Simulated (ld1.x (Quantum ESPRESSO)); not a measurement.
**An all-electron radial function and its pseudo partner (mercury)**

Columns: radius, all-electron u(r) and pseudo u(r) of the 5s shell (level -127.36 eV) of mercury in the configuration [Kr] 4d10 4f14 5s2 5p6 5d10 6s1 6p0; Wu–Cohen, scalar-relativistic, ultrasoft scheme, ld1.x (Quantum ESPRESSO) 7.5.

```
r (bohr)  all-electron  pseudo
   0.115        0.4319  0.3790
   0.230       -0.2774  0.7271
   0.345       -0.6788  1.0171
   0.460       -0.0633  1.2288
   0.575        0.6651  1.3514
   0.690        1.1123  1.3840
   0.805        1.2644  1.3355
   0.920        1.2195  1.2227
   1.035        1.0736  1.0669
   1.150        0.8931  0.8913
   1.265        0.7155  0.7169
   1.380        0.5585  0.5594
   1.495        0.4278  0.4279
   1.610        0.3233  0.3233
   1.725        0.2417  0.2417
   1.840        0.1793  0.1793
   1.955        0.1321  0.1321
   2.070        0.0969  0.0969
   2.185        0.0708  0.0708
   2.300        0.0515  0.0515
   2.415        0.0374  0.0374
   2.530        0.0270  0.0270
   2.645        0.0195  0.0195
   2.760        0.0141  0.0141
   2.875        0.0101  0.0101
   2.990        0.0073  0.0073
```

Problem. How many radial nodes do the two functions have?

Solution. The all-electron 5s function has n − l − 1 = 4 (the table is too coarse to show those close to the nucleus); the pseudo-wave has 0, since the states of the same l below it are removed with the core.

Problem. At about which radius was the pseudo-wave matched?

Solution. 1.55 bohr, where the columns begin to agree (steps of 0.12 bohr).

Problem. Is the pseudo-wave norm-conserving?

Solution. No, it belongs to an ultrasoft set: the norm inside the radius is not constrained, and the difference is carried by the augmentation charge.
